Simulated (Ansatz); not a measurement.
Reaction (redistribution): `[CH3][Sb]([CH3])[SiH3]` + `S[CH2][ZnH]` → `[CH3][Sb]([SiH3])[SH]` + `C[CH2][ZnH]`

Calculated with Ansatz (gas phase, PBE0-D4/def2-TZVP geometries, no zero-point term in ΔE). CBS: MP2 limit from def2 TZ/QZ plus the TZ coupled-cluster correction, frozen cores. Functionals use def2-TZVPP. B3LYP here is the variant with VWN-RPA as its local correlation; programs differ in this. def2 core potentials past Kr. For Sb, Zn outer-core shells are correlated without core-valence functions, which leaves a few kJ/mol of doubt a bond. Scalar relativity is left out up to krypton. One conformer a species, not always the lowest.

```csv
level,ΔE (kcal/mol)
PBE,-17.5
B3LYP,-17.9
MP2/def2-TZVPP,-16.2
SCS-MP2/def2-QZVPP,-16.6
```

(1) What does CCSD(T)/CBS give? (Estimate.)

Largest T1 diagnostic among the species: 0.014.

Answers

(1) The calculation gave: -16.5 kcal/mol. The listed levels differ from it by -1.0, -1.4, 0.3, -0.1 kcal/mol.

In def2-TZVPP, CCSD(T) changes the Hartree–Fock value by +2.0 kcal/mol (the triples alone add +0.2 kcal/mol) and MP2 by +1.8 kcal/mol.
